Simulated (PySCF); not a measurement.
## Ionisation energy of Ti¹⁰⁺ by level of theory

Ti¹⁰⁺ [Ne] 3s2 (1S) → Ti¹¹⁺ [Ne] 3s1 (2S), as a difference of total energies. Calculation: PySCF 2.14, in an uncontracted even-tempered set (17 s from 0.59 bohr⁻², ratio 2.5; 11 p from 0.76 bohr⁻², ratio 2.5; 5 d from 3.3 bohr⁻², ratio 2.7; 4 f from 5 bohr⁻², ratio 2.7); the non-relativistic Hamiltonian (point nucleus). Correlated levels: outer shells: 1s2 frozen; virtual orbitals above 40 to 60 times the deepest correlated orbital energy dropped. The calculations carry no spin-orbit coupling.

| method | ionisation energy (eV) | difference from reference (eV) |
| --- | --- | --- |
| UHF | 261.26 | -3.81 |
| MP2 (outer shells) | 263.27 | -1.80 |
| SCS-MP2 (outer shells) | 263.47 | -1.60 |
| CCSD (outer shells) | 263.71 | -1.36 |
| CCSD(T) (outer shells) | 263.76 | -1.31 |

Reference: 265.07 ± 0.06 eV (semi-empirical (NIST evaluation); NIST Atomic Spectra Database, ionization energies).

These non-relativistic numbers lack the scalar-relativistic shift.
